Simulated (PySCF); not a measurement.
# 2-Chloropyridine: calculation and literature

Numbering as in the mapped SMILES `[Cl:1][c:2]1[cH:3][cH:4][cH:5][cH:6][n:7]1`. Each H is labelled by its parent atom.

Published estimates (parent shift plus substituent increments) and measurements: δ 13C C2 151.6; C6 149.8; C4 138.7; C3 124.5; C5 122.3; δ 1H H(C6) 8.49; H(C4) 7.64; H(C3) 7.34; H(C5) 7.25 ppm (estimated from measurements, as parent shift plus tabulated substituent increment; solution, not stated per compound (mostly CDCl3 or CCl4); Pretsch, Buehlmann, Badertscher, Structure Determination of Organic Compounds, 4th ed. (2009)).

- PBE0/pcSseg-1 with gauge-including orbitals
- geometry: PBE0-D3(BJ)/def2-SVP
- code: PySCF 2.14.0 with density-fitted response routines
- in vacuum, a single conformation, relativity neglected

(1) Set the calculated values beside the experiment.

(2) How far are the unscaled 13C shifts from the references?

(3) How far are the unscaled 1H shifts from the references?

## Answers

(1) 
Reference values: estimated from measurements, as parent shift plus tabulated substituent increment (solution, not stated per compound (mostly CDCl3 or CCl4); Pretsch, Buehlmann, Badertscher, Structure Determination of Organic Compounds, 4th ed. (2009)).
```csv
atoms,quantity,reference,computed,"computed, scaled"
C2,δ 13C,151.6,162.7,151.4
C6,δ 13C,149.8,155.1,149.3
C4,δ 13C,138.7,143.3,137.9
C3,δ 13C,124.5,130.3,125.3
C5,δ 13C,122.3,126.5,121.7
H(C6),δ 1H,8.49,8.50,8.28
H(C4),δ 1H,7.64,7.64,7.46
H(C3),δ 1H,7.34,7.27,7.11
H(C5),δ 1H,7.25,7.08,6.93
```

Computed shifts are σ(ref) − σ with the named reference compound (TMS for H and C) calculated as an isolated molecule at the same level. The measured values may be among those fitted. Empirical linear scaling, fitted to shifts measured mostly in CDCl3 for H and C (δ vs TMS): 13C: δ = 177.62 − 0.967σ -5.2 per attached Cl (rms 1.9 ppm, 903 shifts, 2.3 ppm with the 23 outliers that the fit left out); 1H: δ = 29.91 − 0.950σ (rms 0.21 ppm, 511 shifts, 0.22 ppm with the 3 outliers that the fit left out). A few per cent of atoms miss by over 2 rms, more outside the fitted compound classes.

(2) Mean signed difference +6.20 ppm, mean absolute 6.20 ppm over 5 comparisons; the largest is +11.1 ppm at C2 (aromatic carbon bearing chlorine).

(3) Mean signed difference -0.06 ppm, mean absolute 0.06 ppm over 4 comparisons; the largest is -0.17 ppm at H(C5) (hydrogen on an aromatic CH).

9 of the 18 published NMR values on file for this molecule are compared.

Carbons that carry Cl, above all several Cl atoms, come out too deshielded, partly because spin–orbit coupling is missing.
